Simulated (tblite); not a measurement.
C6H6F4O.
SMILES with atom numbers: `[CH3:1]/[C:2]([C:3](=[O:4])[F:5])=[C:6](\[CH3:7])[C:8]([F:9])([F:10])[F:11]` (hydrogens: H12, H13, H14 on C1; H15, H16, H17 on C7)

Structure used (GFN2-xTB), in Å, numbered top down from 1:
```
atom  x, y, z in Å
C1    -1.6595    1.0857   -0.3675
C2    -0.7774   -0.0812   -0.0359
C3    -1.5317   -1.3377    0.1774
O4    -2.4903   -1.7184   -0.3978
F5    -1.0573   -2.0467    1.2353
C6     0.5569    0.0060    0.0460
C7     1.3309    1.2781   -0.0668
C8     1.4316   -1.2170    0.2189
F9     2.6430   -1.0238   -0.3316
F10    0.9360   -2.3135   -0.3686
F11    1.6566   -1.5149    1.5068
H12   -1.8726    1.6678    0.5290
H13   -2.6020    0.7175   -0.7659
H14   -1.1914    1.7337   -1.1029
H15    0.7050    2.1374    0.1468
H16    2.1637    1.2580    0.6345
H17    1.7514    1.3809   -1.0676
```

Computed with GFN2-xTB (tblite): harmonic, unscaled wavenumbers at the GFN2-xTB geometry, gas phase. Against measured fundamentals such values can be off by several per cent, at times by over 20. One conformer, not necessarily the lowest.

Harmonic wavenumbers (cm⁻¹): 35.8, 63.6, 90.8, 94.6, 116.8, 144.6, 181.3, 227.1, 280.7, 315.2, 323.9, 370.5, 439.3, 459.1, 509.8, 551.7, 595.9, 611.9, 693.4, 709.4, 832.1, 972.1, 1010.1, 1013.5, 1028.9, 1050.8, 1061.1, 1083.4, 1136.7, 1210.7, 1245.0, 1390.6, 1392.7, 1446.9, 1451.7, 1462.6, 1481.1, 1686.4, 1842.0, 3001.5, 3007.1, 3032.1, 3051.1, 3052.4, 3077.5.

A = 1572, B = 965.3, C = 712.9 MHz; mass 170.035 u (most abundant isotopes); point group C1, symmetry number 1.

Question: Zero-point energy?

Answer: ½Σν̃ = 24418 cm⁻¹ = 292.10 kJ/mol.

Question: Give the ideal-gas entropy at 298.15 K and 1 bar in the rigid-rotor, harmonic-oscillator model (classical rotation).

Answer: Translation 172.91, rotation 125.84, vibration 157.45: S = 456.2 J/(mol K).

Question: And Cp and H(298.15 K) − H(0)?

Answer: Cp = 179.45 J/(mol K), of which vibrations give 146.20 (their classical limit is 45 R = 374.2); H(298.15 K) − H(0) = 33.75 kJ/mol without the zero-point energy, 23.84 from vibrations.

Question: How do the functions run with temperature in this model?

Answer: 
```json
{"T (K)": "100", "S (J/(mol K))": "313.2", "Cp (J/(mol K))": "93.6", "H − H(0) (kJ/mol)": "6.30", "G − H(0) (kJ/mol)": "-25.02", "ln q(vib)": "2.54"}
{"T (K)": "200", "S (J/(mol K))": "392.8", "Cp (J/(mol K))": "139.9", "H − H(0) (kJ/mol)": "18.05", "G − H(0) (kJ/mol)": "-60.52", "ln q(vib)": "6.06"}
{"T (K)": "300", "S (J/(mol K))": "457.3", "Cp (J/(mol K))": "180.2", "H − H(0) (kJ/mol)": "34.09", "G − H(0) (kJ/mol)": "-103.11", "ln q(vib)": "9.38"}
{"T (K)": "500", "S (J/(mol K))": "565.6", "Cp (J/(mol K))": "245.2", "H − H(0) (kJ/mol)": "77.02", "G − H(0) (kJ/mol)": "-205.75", "ln q(vib)": "15.49"}
{"T (K)": "800", "S (J/(mol K))": "695.0", "Cp (J/(mol K))": "304.2", "H − H(0) (kJ/mol)": "160.34", "G − H(0) (kJ/mol)": "-395.66", "ln q(vib)": "23.61"}
{"T (K)": "1000", "S (J/(mol K))": "765.6", "Cp (J/(mol K))": "328.3", "H − H(0) (kJ/mol)": "223.73", "G − H(0) (kJ/mol)": "-541.90", "ln q(vib)": "28.40"}
```

q(vib) and H(0) count from the zero-point level.

Question: Which modes carry the vibrational entropy at 298.15 K?

Answer: 35.8 cm⁻¹: 22.92; 63.6 cm⁻¹: 18.17; 90.8 cm⁻¹: 15.24; 94.6 cm⁻¹: 14.91; 116.8 cm⁻¹: 13.19; 144.6 cm⁻¹: 11.47 J/(mol K); the other 39 give 61.55 together.

Hindered rotation and anharmonicity are outside this model. Other conformers, if any are populated, would add a mixing term that is left out. The structure is chiral; the term R ln 2 for an equal mix with its mirror image is left out.
